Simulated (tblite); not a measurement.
Compound: C6H12N (doublet state).
Numbering: `[CH2:1]=[CH:2][C@:3]([CH3:4])([NH2:5])[CH:6][CH3:7]` (hydrogens: H8, H9 on C1; H10 on C2; H11, H12, H13 on C4; H14, H15 on N5; H16 on C6; H17, H18, H19 on C7)
Bond orders are those of one Lewis drawing.

Computed with GFN2-xTB (tblite), gas phase: L-BFGS steps from a force-field or distance-geometry start until the largest atomic force falls under 0.01 eV/Å.

Step 123: E = -592.3150 eV
```
atom  x, y, z in Å  |  force x, y, z in eV/Å
C1     -1.4651    1.5490   -0.8418    0.068   0.003   0.007
C2     -1.0238    0.3026   -0.9010    0.006  -0.017   0.034
C3     -0.2279   -0.3936    0.1874    0.051  -0.034  -0.016
C4     -0.7213   -1.8483    0.3602   -0.004  -0.008  -0.016
N5     -0.2875    0.3671    1.4301   -0.005  -0.046  -0.064
C6      1.1554   -0.3631   -0.3668    0.016   0.006   0.008
C7      2.0749    0.7730   -0.1613   -0.031   0.025   0.014
H8     -1.3186    2.1490    0.0391   -0.017   0.015  -0.014
H9     -1.9648    2.0116   -1.6777   -0.004  -0.018   0.047
H10    -1.1509   -0.2842   -1.8000   -0.020  -0.034   0.012
H11    -0.0371   -2.4096    0.9974   -0.024   0.080   0.019
H12    -0.7837   -2.3620   -0.5967    0.016   0.061  -0.003
H13    -1.7107   -1.8529    0.8170    0.009   0.003  -0.019
H14     0.2943   -0.0829    2.1290   -0.028   0.004   0.004
H15    -1.2413    0.3888    1.7718   -0.021   0.004   0.025
H16     1.4362   -1.1361   -1.0616   -0.020  -0.010  -0.046
H17     1.6785    1.4388    0.5998   -0.005   0.003   0.008
H18     3.0584    0.4092    0.1482    0.015   0.044  -0.019
H19     2.2251    1.3529   -1.0808   -0.003  -0.081   0.020
```

Step 124: E = -592.3164 eV
```
atom  x, y, z in Å  |  force x, y, z in eV/Å
C1     -1.4479    1.5539   -0.8470    0.066  -0.029   0.017
C2     -1.0274    0.2991   -0.8987    0.007   0.002   0.031
C3     -0.2310   -0.3977    0.1892    0.034  -0.034  -0.016
C4     -0.7181   -1.8537    0.3655   -0.013  -0.016  -0.027
N5     -0.2905    0.3598    1.4329   -0.013  -0.034  -0.019
C6      1.1480   -0.3561   -0.3738    0.022  -0.019   0.003
C7      2.0675    0.7791   -0.1618   -0.022   0.013   0.026
H8     -1.2885    2.1590    0.0285   -0.012   0.005  -0.019
H9     -1.9458    2.0171   -1.6833   -0.007  -0.015   0.039
H10    -1.1688   -0.2921   -1.7933   -0.017  -0.028   0.028
H11    -0.0394   -2.4073    1.0153   -0.019   0.086   0.013
H12    -0.7662   -2.3759   -0.5877    0.010   0.067  -0.004
H13    -1.7127   -1.8598    0.8115    0.016   0.002  -0.028
H14     0.2865   -0.0968    2.1326   -0.046   0.024  -0.016
H15    -1.2462    0.3860    1.7716    0.011   0.001   0.016
H16     1.4257   -1.1228   -1.0783   -0.020   0.020  -0.024
H17     1.6808    1.4401    0.6090   -0.021  -0.027  -0.002
H18     3.0523    0.4096    0.1363    0.023   0.050  -0.017
H19     2.2119    1.3675   -1.0760    0.001  -0.070  -0.001
```

Step 125: E = -592.3174 eV
```
atom  x, y, z in Å  |  force x, y, z in eV/Å
C1     -1.4379    1.5555   -0.8484    0.037   0.004   0.030
C2     -1.0290    0.2972   -0.8979    0.017  -0.033   0.019
C3     -0.2317   -0.3999    0.1889    0.002  -0.025  -0.008
C4     -0.7161   -1.8556    0.3673   -0.008  -0.017  -0.016
N5     -0.2926    0.3557    1.4330   -0.019  -0.016   0.029
C6      1.1444   -0.3528   -0.3784    0.021  -0.009   0.035
C7      2.0636    0.7823   -0.1618   -0.002  -0.025   0.014
H8     -1.2716    2.1628    0.0246   -0.006  -0.006  -0.027
H9     -1.9387    2.0184   -1.6826   -0.009  -0.004   0.025
H10    -1.1799   -0.2959   -1.7904   -0.011  -0.019   0.047
H11    -0.0406   -2.4023    1.0264   -0.019   0.076   0.004
H12    -0.7544   -2.3815   -0.5836    0.006   0.050  -0.015
H13    -1.7138   -1.8626    0.8065    0.015   0.002  -0.033
H14     0.2811   -0.1040    2.1343   -0.059   0.037  -0.032
H15    -1.2497    0.3854    1.7698    0.042  -0.004   0.002
H16     1.4190   -1.1173   -1.0854    0.001   0.016  -0.040
H17     1.6823    1.4408    0.6130   -0.043  -0.030   0.008
H18     3.0490    0.4106    0.1305    0.034   0.043  -0.006
H19     2.2068    1.3724   -1.0733    0.000  -0.040  -0.032
```

Question: Estimate the geometry and energy of step 126. (The exact step hangs on the optimiser's Hessian estimate; all steps are aligned on step 125, rigid shifts and turns removed.)

Answer: E = -592.3187 eV, largest force 0.085 eV/Å
```
atom  x, y, z in Å  |  force x, y, z in eV/Å
C1     -1.4224    1.5578   -0.8505    0.011  -0.011   0.031
C2     -1.0286    0.2940   -0.8961    0.013   0.006   0.016
C3     -0.2321   -0.4043    0.1895   -0.030   0.001   0.005
C4     -0.7141   -1.8587    0.3703   -0.011  -0.019  -0.008
N5     -0.2963    0.3503    1.4330   -0.035   0.012   0.076
C6      1.1414   -0.3516   -0.3810    0.041  -0.055  -0.005
C7      2.0574    0.7853   -0.1618   -0.020   0.006   0.014
H8     -1.2504    2.1680    0.0190    0.012  -0.010  -0.009
H9     -1.9250    2.0224   -1.6821   -0.009  -0.005   0.002
H10    -1.1899   -0.2999   -1.7853   -0.012  -0.032   0.029
H11    -0.0414   -2.3961    1.0390   -0.008   0.045  -0.002
H12    -0.7431   -2.3884   -0.5785    0.001   0.032  -0.013
H13    -1.7141   -1.8660    0.8045    0.009  -0.002  -0.047
H14     0.2744   -0.1094    2.1369   -0.062   0.039  -0.038
H15    -1.2554    0.3819    1.7671    0.082  -0.009  -0.014
H16     1.4109   -1.1089   -1.1011   -0.006   0.067   0.010
H17     1.6784    1.4394    0.6205   -0.025  -0.066  -0.048
H18     3.0448    0.4151    0.1221    0.061   0.031   0.012
H19     2.1957    1.3782   -1.0729   -0.011  -0.029  -0.010
```

The energy changes by -0.0012 eV. The first-order estimate −F·Δx gives -0.0020 eV and the mean of the old and new forces, exact on a quadratic surface, -0.0012 eV. The step makes an angle of 79° with the force vector and moves no atom by more than 0.023 Å.

The cost below is that of the whole relaxation. On AMD EPYC, one thread (shared host), this took 1.6 s wall.
